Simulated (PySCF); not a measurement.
Structure revision by computed shifts

A compound C$_{6}$H$_{5}$ClO gives the data below (simulated from a calculation) and was assigned the structure `Oc1cccc(Cl)c1`.

13C{1H} NMR (computed): δ 160.8 (C), 135.7 (CH), 135.2 (CH), 129.3 (C), 125.8 (CH), 121.4 (CH).

1H NMR (500 MHz, computed): δ 7.54 (d, 1H), 7.39 (m, 1H), 7.23 (d, 1H), 7.04 (m, 1H), 5.83 (br s, 1H).

- shieldings: GIAO B97-2/pcSseg-2
- PBE0-D3(BJ)/def2-TZVP structure
- run in PySCF
- non-relativistic Hamiltonian, single conformer, isolated molecule

δ = σ(ref) − σ, references computed at the same level: TMS for 1H (σref 31.64) and 13C (σref 185.38).

Problem. Compare with the shifts computed for the proposed structure, pairing carbons in order of shift.

Solution. Numbering as in the mapped SMILES `[OH:1][c:2]1[cH:3][cH:4][cH:5][c:6]([Cl:7])[cH:8]1`. Hydrogens are named by the atom that carries them.

```json
{"atom": "C2", "computed for proposal": "165.6", "given list": "160.8", "difference": "+4.8"}
{"atom": "C6", "computed for proposal": "148.3", "given list": "135.7", "difference": "+12.6"}
{"atom": "C4", "computed for proposal": "137.8", "given list": "135.2", "difference": "+2.6"}
{"atom": "C5", "computed for proposal": "126.4", "given list": "129.3", "difference": "-2.9"}
{"atom": "C8", "computed for proposal": "119.3", "given list": "125.8", "difference": "-6.5"}
{"atom": "C3", "computed for proposal": "118.4", "given list": "121.4", "difference": "-3.0"}
```

The rms difference is 6.4 ppm and the largest +12.6 ppm at C6 (aromatic carbon bearing chlorine). The carbon types in order of shift don't match either: C, C, CH, CH, CH, CH for the proposal against C, CH, CH, C, CH, CH in the data. The proposal doesn't fit.

Problem. Which isomer fits?

Solution. `Oc1ccccc1Cl`.

Carbon types of the structure: 2 × C, 4 × CH, leaving 1 H on heteroatoms. δC 160.8: aromatic carbon bearing oxygen; σ withdrawal by the attached heteroatom moves it downfield of the ring CH carbons. δC 135.7, 135.2, 125.8, 121.4: aromatic CH. δC 129.3: aromatic carbon bearing chlorine. δH 5.83: hydrogen on a phenol-type oxygen; exchangeable; this is the value without hydrogen bonding to other molecules.

The shifts were computed for this structure.

OH and NH positions are those of a molecule without intermolecular hydrogen bonds; in solution they move with solvent, concentration and temperature, and exchange usually removes their couplings. Carbons that carry Cl, above all several Cl atoms, come out too deshielded, partly because spin–orbit coupling is missing. Shifts are as computed. Against solution values, carbons near 30 ppm lie about +3 ppm off and those near 130 ppm about +7 ppm; carbons on Cl a further +5 ppm. Of 1211 compounds with measured shifts, 218 miss one by over three times the rms of a fit or turn the order of signals round; such compounds aren't used in these exercises. Multiplicities follow the n + 1 count of equivalent neighbours, as no J values were calculated; m marks all less simple cases, F and P coupling included.
